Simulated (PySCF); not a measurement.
Simulation results for CH5FNSi, BH5NSi2

All values are calculated (PySCF 2.14.0). Calculation on a computer-drawn molecule: optimised geometry and harmonic frequencies of an isolated molecule of the commonest isotopes, restricted reference for singlets and unrestricted otherwise, frozen core in MP2.

Common to all runs: method HF; basis cc-pV(D+d)Z.

(1) CH5FNSi

Start structure:
```xyz
9
CH5FNSi
C     -2.4138     0.8325     1.0350
N     -1.4150    -0.1468     1.4983
Si     0.1247     0.1473     2.1400
F      0.4209     1.6664     2.3472
H     -2.6075     0.8025    -0.0172
H     -3.3047     0.6329     1.6618
H     -2.0193     1.8872     1.2876
H     -1.7193    -1.0573     1.2035
H      1.1111    -0.8138     2.5229
```

Settings of this run: charge 1 and multiplicity 1.

Results for CH5FNSi: rotational constants 12.71, 4.052, 3.133 GHz; total energy -483.4157 hartree; convergence status largest gradient component 2.895e-05 hartree/bohr.

Drawn bonds:
| atom | other atom | order |
| --- | --- | --- |
| 1 | 2 | 1 |
| 2 | 3 | 1 |
| 3 | 4 | 1 |
| 1 | 5 | 1 |
| 1 | 6 | 1 |
| 1 | 7 | 1 |
| 2 | 8 | 1 |
| 3 | 9 | 1 |

Optimised structure:
```xyz
9
CH5FNSi
C     -2.4194     0.8635     1.0607
N     -1.3689    -0.1085     1.4600
Si     0.0782     0.1732     2.1156
F      0.4823     1.6524     2.3905
H     -2.6052     0.7654    -0.0055
H     -3.3266     0.6536     1.6207
H     -2.0822     1.8726     1.2798
H     -1.6197    -1.0703     1.2866
H      1.0386    -0.8510     2.4707
```

Modes:
| frequency (cm⁻¹) | reduced mass (dalton) |
| --- | --- |
| 161.8 | 1.065 |
| 173.5 | 4.534 |
| 246.7 | 3.036 |
| 455.9 | 5.565 |
| 613.7 | 1.226 |
| 703.2 | 1.178 |
| 783.3 | 1.637 |
| 890.7 | 2.178 |
| 1041 | 4.783 |
| 1199 | 1.505 |
| 1213 | 2.55 |
| 1232 | 1.278 |
| 1521 | 1.477 |
| 1574 | 1.162 |
| 1588 | 1.041 |
| 1615 | 1.068 |
| 2513 | 1.047 |
| 3230 | 1.031 |
| 3337 | 1.111 |
| 3342 | 1.11 |
| 3740 | 1.076 |

(2) BH5NSi2

Start structure:
```xyz
9
BH5NSi2
B     -0.3448     0.8123     0.7811
N     -0.8412     0.1192    -0.0529
Si    -1.5493    -0.8445    -1.3382
Si     0.0094    -1.7643    -2.7893
H      0.1647     1.5276     1.5384
H     -2.5065    -1.6974    -0.6299
H      0.6683    -0.6721    -3.5241
H     -0.7057    -2.4705    -3.7692
H      1.0871    -2.6551    -2.3572
```

Settings of this run: charge 0 and multiplicity 2.

The calculation gives: rotational constants 10.8, 2.161, 1.854 GHz; total energy -659.9215 hartree; spin squared 0.7606; convergence status largest gradient component 3.562e-05 hartree/bohr.

Drawn bonds:
| atom | other atom | order |
| --- | --- | --- |
| 1 | 2 | 1 |
| 2 | 3 | 2 |
| 3 | 4 | 1 |
| 1 | 5 | 1 |
| 3 | 6 | 1 |
| 4 | 7 | 1 |
| 4 | 8 | 1 |
| 4 | 9 | 1 |

Optimised structure:
```xyz
9
BH5NSi2
B     -0.2915     0.8484     0.7564
N     -0.8191     0.1031    -0.0882
Si    -1.5834    -0.8154    -1.3127
Si    -0.0222    -1.7244    -2.8305
H      0.2054     1.5461     1.5561
H     -2.4437    -1.8582    -0.6983
H      0.7155    -0.6234    -3.4959
H     -0.7433    -2.5086    -3.8632
H      0.9643    -2.6124    -2.1650
```

Modes:
| frequency (cm⁻¹) | reduced mass (dalton) |
| --- | --- |
| 97.26 | 1.882 |
| 100.2 | 1.542 |
| 200.1 | 3.48 |
| 242.2 | 4.448 |
| 428.2 | 5.388 |
| 435.6 | 1.063 |
| 577.8 | 1.325 |
| 666.2 | 1.244 |
| 738.5 | 6.928 |
| 812.8 | 1.353 |
| 826.1 | 1.337 |
| 852.3 | 1.152 |
| 981.2 | 1.121 |
| 1019 | 1.037 |
| 1027 | 1.036 |
| 1963 | 5.25 |
| 2273 | 1.041 |
| 2289 | 1.046 |
| 2300 | 1.046 |
| 2303 | 1.03 |
| 2989 | 1.192 |
